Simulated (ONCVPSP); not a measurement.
Pseudopotential generation for technetium (Tc): ONCV, PBEsol, scalar-relativistic.

The input file (ONCVPSP 4.0.1):

```
# ATOM AND REFERENCE CONFIGURATION
# atsym  z   nc   nv     iexc    psfile
  Tc 43.00    6    4  -116133      upf
#
#   n    l    f
    1    0    2.00
    2    0    2.00
    2    1    6.00
    3    0    2.00
    3    1    6.00
    3    2   10.00
    4    0    2.00
    4    1    6.00
    4    2    5.00
    5    0    0.50
#
# PSEUDOPOTENTIAL AND OPTIMIZATION
# lmax
    2
#
#   l,   rc,      ep,       ncon, nbas, qcut
    0    1.85    0.00    3    8    6.50
    1    1.70    0.00    3    8    9.00
    2    1.75    0.00    4    8    9.50
#
# LOCAL POTENTIAL
# lloc, lpopt,  rc(5),   dvloc0
    4    5    1.45    6.00
#
# VANDERBILT-KLEINMAN-BYLANDER PROJECTORs
# l, nproj, debl
    0    2    1.90
    1    2    3.60
    2    2    3.00
#
# MODEL CORE CHARGE
# icmod, fcfact, rcfact
    0    0.00    0.00
#
# LOG DERIVATIVE ANALYSIS
# epsh1, epsh2, depsh
   -5.00    5.00    0.04
#
# OUTPUT GRID
# rlmax, drl
    6.00    0.01
#
# TEST CONFIGURATIONS
# ncnf
    4
# nvcnf
#   n    l    f
    4
    4    0    2.00
    4    1    6.00
    4    2    5.00
    5    0    2.00
#
    4
    4    0    2.00
    4    1    6.00
    4    2    5.00
    5    0    1.00
#
    4
    4    0    2.00
    4    1    6.00
    4    2    5.00
    5    0    0.00
#
    4
    4    0    2.00
    4    1    6.00
    4    2    5.00
    5    0    1.50
#
```

Command:

```bash
oncvpsp.x < Tc.dat > Tc.out
```

Output (shortened: citation, most of the input echo, consistency checks and plot data are left out):

```
ONCVPSP  (Optimized Norm-Conservinng Vanderbilt PSeudopotential)
scalar-relativistic version 4.0.1

#   n    l    f        energy (Ha)
    1    0    2.00    -7.6687894E+02
    2    0    2.00    -1.0978774E+02
    2    1    6.00    -9.8323762E+01
    3    0    2.00    -1.9470382E+01
    3    1    6.00    -1.5707846E+01
    3    2   10.00    -9.6139861E+00
    4    0    2.00    -3.1272347E+00
    4    1    6.00    -2.0982895E+00
    4    2    5.00    -6.6892179E-01
    5    0    0.50    -5.4479229E-01

Reference configufation results
  iterations    22
  all-electron total energy (Ha)   -4.28280094D+03

Begin loop to  construct optimized pseudo wave functions
and semi-local pseudopoentials for all angular momenta

Calculating optimized projector #   1

 for l=   0

    Fraction of norm inside rc  0.970817
    Optimizing pswf for qcut=   6.49 a_B^-1,  ecut=  21.06 Ha
    Residual kinetic energy error=  1.40D-06 Ha

    Energy error per electron        Cutoff
         Ha          eV             Ha
         0.01000     0.27211        5.43
         0.00100     0.02721       13.01
         0.00010     0.00272       16.29
         0.00001     0.00027       18.91

Calculating optimized projector #   2

 for l=   0

    Fraction of norm inside rc  0.110444
    Optimizing pswf for qcut=   6.49 a_B^-1,  ecut=  21.06 Ha
    Residual kinetic energy error=  3.44D-06 Ha

    Energy error per electron        Cutoff
         Ha          eV             Ha
         0.01000     0.27211        4.64
         0.00100     0.02721       13.04
         0.00010     0.00272       16.83
         0.00001     0.00027       19.75

   Wellstate for l =  1  n =  6
     eigenvalue =   1.5017
     asymptotic potential =   2.0017
     half-point radius =  3.0919

Calculating optimized projector #   1

 for l=   1

    Fraction of norm inside rc  0.891577
    Optimizing pswf for qcut=   8.99 a_B^-1,  ecut=  40.43 Ha
    Residual kinetic energy error=  3.72D-08 Ha

    Energy error per electron        Cutoff
         Ha          eV             Ha
         0.01000     0.27211       10.07
         0.00100     0.02721       18.76
         0.00010     0.00272       26.77
         0.00001     0.00027       31.77

Calculating optimized projector #   2

 for l=   1

    Fraction of norm inside rc  0.085200
    Optimizing pswf for qcut=   8.99 a_B^-1,  ecut=  40.43 Ha
    Residual kinetic energy error=  8.60D-08 Ha

    Energy error per electron        Cutoff
         Ha          eV             Ha
         0.01000     0.27211        9.63
         0.00100     0.02721       18.39
         0.00010     0.00272       27.93
         0.00001     0.00027       32.85

   Wellstate for l =  2  n =  6
     eigenvalue =   2.3311
     asymptotic potential =   2.8311
     half-point radius =  3.1336

Calculating optimized projector #   1

 for l=   2

    Fraction of norm inside rc  0.629918
    Optimizing pswf for qcut=   9.50 a_B^-1,  ecut=  45.10 Ha
    Residual kinetic energy error=  1.32D-08 Ha

    Energy error per electron        Cutoff
         Ha          eV             Ha
         0.01000     0.27211       17.86
         0.00100     0.02721       24.17
         0.00010     0.00272       29.65
         0.00001     0.00027       34.55

Calculating optimized projector #   2

 for l=   2

    Fraction of norm inside rc  0.098181
    Optimizing pswf for qcut=   9.50 a_B^-1,  ecut=  45.10 Ha
    Residual kinetic energy error=  4.41D-08 Ha

    Energy error per electron        Cutoff
         Ha          eV             Ha
         0.01000     0.27211       18.92
         0.00100     0.02721       25.32
         0.00010     0.00272       31.20
         0.00001     0.00027       36.42

Construct Vanderbilt / Kleinmman-Bylander projectors

B matrix Hermiticity error, ll=   0
   1   2    2.9439E-04

  Orthonormal projector coefficients  2.2665E+00 -1.4009E+00

B matrix Hermiticity error, ll=   1
   1   2   -3.7512E-04

  Orthonormal projector coefficients -2.2801E+00  2.1422E+00

B matrix Hermiticity error, ll=   2
   1   2   -2.4842E-04

  Orthonormal projector coefficients -4.5792E+00 -1.5273E+00

Pseudoatom total energy  -80.423121

Diagnostic tests using Vanderbilt-Kleinman-Bylander pseudopotentials
  1 or more projectors used as specified by nproj input data

   l    rcore       rmatch      e in        delta e   norm test  slope test

   0   1.8589039   1.9153442  -3.1272347   0.0000090   1.0002081   1.0001954
   0   1.8589039   1.9153442  -0.5447923   0.0000073   1.0000395   1.0000048

   1   1.7095634   1.7614694  -2.0982895   0.0000076   1.0001088   1.0001208
   1   1.7095634   1.7614694   1.5017105   0.0000822   1.0002242   1.0002242

   2   1.7509636   1.8041267  -0.6689218  -0.0000026   1.0000635   1.0000691
   2   1.7509636   1.8041267   2.3310782   0.0000570   1.0002425   1.0002425

 Testing for bound ghosts
   n   l    E NL Schr. Eq   E Basis Diag.   E Cutoff

   1   0       -3.127226       -3.127232     76.68
   2   0       -0.544785       -0.527323     76.68

   2   1       -2.098282       -2.098278    103.98

   3   2       -0.668924       -0.667377    112.31

 Testing for highly-localized positive-energy ghosts
       l    <radius>/rc     E Basis Diag.   E Cutoff

Test configuration 0

   n   l     f        eae           eps        diff
   1   0  2.0000 -766.87894304
   2   0  2.0000 -109.78774444
   2   1  6.0000  -98.32376222
   3   0  2.0000  -19.47038231
   3   1  6.0000  -15.70784630
   3   2 10.0000   -9.61398614
   4   0  2.0000   -3.12723473   -3.12722576    8.97D-06
   4   1  6.0000   -2.09828948   -2.09828188    7.60D-06
   4   2  5.0000   -0.66892179   -0.66892439   -2.60D-06
   5   0  0.5000   -0.54479229   -0.54478495    7.34D-06

    Total energies and differences
      AE_ref= -4.28280094D+03  AE_tst= -4.28280094D+03  dif=  0.00D+00
      PS_ref= -8.04231212D+01  PS_tst= -8.04231212D+01  dif=  7.96D-13
      PSP excitation error= -7.96D-13

Test configuration 1

   n   l     f        eae           eps        diff
   1   0  2.0000 -766.44335260
   2   0  2.0000 -109.35741242
   2   1  6.0000  -97.89309351
   3   0  2.0000  -19.03907453
   3   1  6.0000  -15.27656580
   3   2 10.0000   -9.18308185
   4   0  2.0000   -2.69432318   -2.69306000    1.26D-03
   4   1  6.0000   -1.66476089   -1.66431405    4.47D-04
   4   2  5.0000   -0.24514191   -0.24525319   -1.11D-04
   5   0  2.0000   -0.18674847   -0.18668873    5.97D-05

    Total energies and differences
      AE_ref= -4.28280094D+03  AE_tst= -4.28334315D+03  dif= -5.42D-01
      PS_ref= -8.04231212D+01  PS_tst= -8.09653430D+01  dif= -5.42D-01
      PSP excitation error=  1.19D-05

Test configuration 2

   n   l     f        eae           eps        diff
   1   0  2.0000 -766.72302414
   2   0  2.0000 -109.63392565
   2   1  6.0000  -98.16980861
   3   0  2.0000  -19.31625936
   3   1  6.0000  -15.55373531
   3   2 10.0000   -9.46001777
   4   0  2.0000   -2.97282263   -2.97227131    5.51D-04
   4   1  6.0000   -1.94378563   -1.94358033    2.05D-04
   4   2  5.0000   -0.51876032   -0.51879183   -3.15D-05
   5   0  1.0000   -0.42007012   -0.42002087    4.93D-05

    Total energies and differences
      AE_ref= -4.28280094D+03  AE_tst= -4.28304194D+03  dif= -2.41D-01
      PS_ref= -8.04231212D+01  PS_tst= -8.06641434D+01  dif= -2.41D-01
      PSP excitation error=  2.20D-05

Test configuration 3

   n   l     f        eae           eps        diff
   1   0  2.0000 -767.04442633
   2   0  2.0000 -109.95079525
   2   1  6.0000  -98.48696843
   3   0  2.0000  -19.63370695
   3   1  6.0000  -15.87115593
   3   2 10.0000   -9.77713789
   4   0  2.0000   -3.29052546   -3.29118827   -6.63D-04
   4   1  6.0000   -2.26147630   -2.26172764   -2.51D-04
   4   2  5.0000   -0.82656679   -0.82655632    1.05D-05

    Total energies and differences
      AE_ref= -4.28280094D+03  AE_tst= -4.28249655D+03  dif=  3.04D-01
      PS_ref= -8.04231212D+01  PS_tst= -8.01186724D+01  dif=  3.04D-01
      PSP excitation error= -5.90D-05

Test configuration 4

   n   l     f        eae           eps        diff
   1   0  2.0000 -766.57739791
   2   0  2.0000 -109.49005273
   2   1  6.0000  -98.02582331
   3   0  2.0000  -19.17205804
   3   1  6.0000  -15.40954302
   3   2 10.0000   -9.31595124
   4   0  2.0000   -2.82806888   -2.82710180    9.67D-04
   4   1  6.0000   -1.79881155   -1.79846235    3.49D-04
   4   2  5.0000   -0.37700845   -0.37707814   -6.97D-05
   5   0  1.5000   -0.30019113   -0.30012675    6.44D-05

    Total energies and differences
      AE_ref= -4.28280094D+03  AE_tst= -4.28322174D+03  dif= -4.21D-01
      PS_ref= -8.04231212D+01  PS_tst= -8.08439490D+01  dif= -4.21D-01
      PSP excitation error=  2.20D-05
```

The run took about 5.5 s on one core of a shared server CPU.
